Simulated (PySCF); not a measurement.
**`[C@@H]1(F)CC[CH2][Ge@H]([F])[CH2]1`, C₅H₁₀F₂Ge**

Cartesian coordinates in Å; atom numbers follow the order of the lines, from 1:
```xyz
18

F    -0.8889    2.6926   -0.1065
C    -0.3162    1.4484   -0.3416
C    -1.3845    0.3807   -0.1178
C    -1.0126   -0.9741   -0.7198
C     0.0713   -1.7025    0.0744
Ge    1.6449   -0.5152    0.3219
F     2.3940   -0.9493    1.8613
C     0.8975    1.3051    0.5592
H    -0.0204    1.4679   -1.3997
H    -2.3068    0.7393   -0.5805
H    -1.5657    0.2756    0.9543
H    -1.9075   -1.6008   -0.7523
H    -0.6796   -0.8260   -1.7503
H    -0.3044   -1.9534    1.0688
H     0.3343   -2.6382   -0.4188
H     2.8360   -0.6589   -0.6065
H     0.5851    1.4182    1.5994
H     1.6149    2.0969    0.3431
```

Computed, not measured: TDDFT CAM-B3LYP/def2-SVPD circular dichroism and optical rotation, one conformer, gas phase (PySCF 2.14.0). Geometry: GFN2-xTB.

The calculation is non-relativistic, which matters for the atoms heavier than Zn.

(1) Draw the ECD and absorption spectra from the lowest 16 states, each a Gaussian of half-width 0.35 eV at 1/e height.

Answers

(1) 
| E (eV) | λ (nm) | Δε (L mol⁻¹ cm⁻¹) | ε (L mol⁻¹ cm⁻¹) |
| --- | --- | --- | --- |
| 6.57 | 189 | +0.08 | 18.4 |
| 6.72 | 184 | +0.24 | 52.1 |
| 6.87 | 180 | +0.46 | 102 |
| 7.02 | 177 | +0.61 | 140 |
| 7.17 | 173 | +0.53 | 136 |
| 7.32 | 169 | +0.30 | 107 |
| 7.47 | 166 | +0.53 | 105 |
| 7.62 | 163 | +2.41 | 190 |
| 7.77 | 159 | +6.85 | 426 |
| 7.92 | 156 | +12.47 | 934 |
| 8.07 | 154 | +15.09 | 1940 |
| 8.22 | 151 | +10.34 | 3700 |
| 8.37 | 148 | -2.99 | 6220 |
| 8.52 | 145 | -21.00 | 9180 |
| 8.67 | 143 | -36.99 | 12100 |
| 8.82 | 141 | -45.26 | 14500 |
| 8.97 | 138 | -39.90 | 15600 |
| 9.12 | 136 | -18.73 | 14800 |

Δε uses R in velocity form, ε uses f in length form. Only the states computed contribute, so the short-wavelength end is incomplete.
